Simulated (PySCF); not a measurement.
# Levels of Bi⁷⁰⁺ from EOM-EA-GCCSD

Reference: closed-shell Bi⁷¹⁺, [Ne] 3s2; one electron is added. Calculated with PySCF 2.14, two-component X2C-1e with screened spin-orbit coupling, an even-tempered Gaussian basis (17 s from 9.2 bohr⁻², ratio 2.6; 14 p from 12 bohr⁻², ratio 2.6; 6 d from 12 bohr⁻², ratio 2.8; 4 f from 160 bohr⁻², ratio 2.8); frozen 1s2; the 46 highest virtual spinors dropped; of the others 56 kept and the rest restored at second order. No Breit or QED terms. Binding energies in eV.

```json
{"level": "3p1/2", "Koopmans": "8955.0", "second order": "8956.4", "EOM-CCSD": "8955.6"}
{"level": "3p3/2", "Koopmans": "8313.6", "second order": "8316.3", "EOM-CCSD": "8316.5"}
{"level": "3d3/2", "Koopmans": "8053.6", "second order": "8067.6", "EOM-CCSD": "8040.5"}
{"level": "3d5/2", "Koopmans": "7914.3", "second order": "near a pole", "EOM-CCSD": "7914.3"}
```

Electric-dipole lines between these computed levels:

```json
{"lower": "3p1/2", "upper": "3d3/2", "ΔE (eV)": "915.02", "vacuum wavelength (nm)": "1.355"}
{"lower": "3p3/2", "upper": "3d3/2", "ΔE (eV)": "275.94", "vacuum wavelength (nm)": "4.493"}
{"lower": "3p3/2", "upper": "3d5/2", "ΔE (eV)": "402.21", "vacuum wavelength (nm)": "3.083"}
```

In EOM-CCSD the overlap with the one-orbital guess is low for 3d3/2 (weight 0.75). That can mean mixing with two-particle, one-hole states, where second order and EOM-CCSD lose accuracy, or only a rotation among the degenerate components of the shell; the terms of those configurations are not listed.

For comparison, the ionisation energy of Bi⁷⁰⁺ is 8950 ± 60 eV (theoretical estimate listed by NIST; NIST Atomic Spectra Database, ionization energies).

Only part of the computed levels is shown.
